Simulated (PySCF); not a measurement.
A GIAO shielding run with PySCF 2.14 (density fitting, non-relativistic, gas phase) on `C#CCC(=C)C(=C)CC#N`, C9H9N:

```
{"job": {"kind": "nmr", "xc": "PBE0", "basis": "pcSseg-1"}, "charge": 0, "multiplicity": 1}
C      1.921465     2.276291    -0.588457
C      1.607663     1.482953     0.270943
C      1.227499     0.521416     1.301697
C      0.188627    -0.485418     0.834117
C      0.566559    -1.709899     0.443422
C     -1.235693    -0.076831     0.809173
C     -2.214186    -0.901619     1.205512
C     -1.577022     1.325299     0.331068
C     -1.388730     2.336408     1.367550
N     -1.237074     3.122540     2.203236
H      2.209556     2.984399    -1.343107
H      0.863980     1.071104     2.186439
H      2.128701    -0.026325     1.620149
H      1.613757    -2.020472     0.491924
H     -0.155172    -2.428170     0.047784
H     -3.264599    -0.602141     1.156216
H     -1.990379    -1.892655     1.606258
H     -0.958192     1.608753    -0.534867
H     -2.630553     1.359114     0.014376
```

Hardware: 1 thread of an Arm Neoverse V1, shared host. The job also computes population analyses, field gradients.

(1) How large is the calculation?

(2) How long does it take?

(3) And these other runs on the same molecule and hardware: GIAO shielding at KT2/pcSseg-1?

Results:

(1) 70 electrons, 215 basis functions and 1101 auxiliary functions.

(2) 43 s of wall time, with 15 SCF cycles and 5 response iterations. Times on a shared host scatter by some tens of per cent.

(3) KT2/pcSseg-1: 215 functions, 63 s.
